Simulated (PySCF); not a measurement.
# How the method changes the shape and vibrations of BCFH3O

Calculated results; nothing here was measured. The program is PySCF 2.14.0, an open-source quantum chemistry code, run on an isolated molecule that a program drew, which may never have been made. The molecule is BCFH3O (charge 0, doublet), drawn as the SMILES string `[CH2]OBF`.

The geometry was optimised and harmonic frequencies were computed with HF and MP2, all in the cc-pVDZ basis, for the commonest isotopes, with a restricted reference for singlets and an unrestricted one otherwise, and a frozen core in MP2. Each result is a local minimum of its method.

Geometry at the HF minimum:
```xyz
7
BCFH3O, angstrom
C     0.8993   -0.3506    0.0327
O     0.6800    0.9699   -0.2290
B    -0.2548    1.3908   -1.0956
F    -0.4048    2.6984   -1.2423
H     0.5186   -1.0745   -0.6768
H     1.8032   -0.5404    0.5909
H    -0.9391    0.6460   -1.7316
```

Lengths of the bonds as drawn, in Å (atoms numbered as above):
```
bond,HF,MP2
C1-O2,1.364,1.377
O2-B3,1.342,1.365
B3-F4,1.324,1.339
C1-H5,1.083,1.093
C1-H6,1.079,1.089
B3-H7,1.195,1.202
```

Rotational constants, in GHz:
```
constant     HF    MP2
       A  54.49  52.05
       B  4.406  4.352
       C  4.083  4.021
```

Harmonic frequencies in cm^-1, each column in rising order, so a row needn't be the same motion in every method:
| rank | HF | MP2 |
|---|---|---|
| 1 | 172 | 183 |
| 2 | 200 | 220 |
| 3 | 304 | 297 |
| 4 | 540 | 518 |
| 5 | 689 | ? |
| 6 | 1010 | 950 |
| 7 | 1109 | 1053 |
| 8 | 1172 | 1118 |
| 9 | 1258 | 1184 |
| 10 | 1354 | 1295 |
| 11 | 1507 | 1436 |
| 12 | 1586 | 1503 |
| 13 | 2776 | 2717 |
| 14 | 3288 | 3205 |
| 15 | 3435 | 3364 |

**Estimate the missing MP2 frequency from the HF column.**

A single factor s that minimises the squared misfit of MP2 against s times HF over the other rows is sum(HF x MP2) / sum(HF^2) = 0.9698, with an rms misfit of 24 cm^-1. For rank 5 it gives 0.9698 x 689 = 668 cm^-1. The calculation gives 579 cm^-1, 89 cm^-1 below the estimate. The drawn bonds are on average 1.0 % longer in MP2 than in HF.
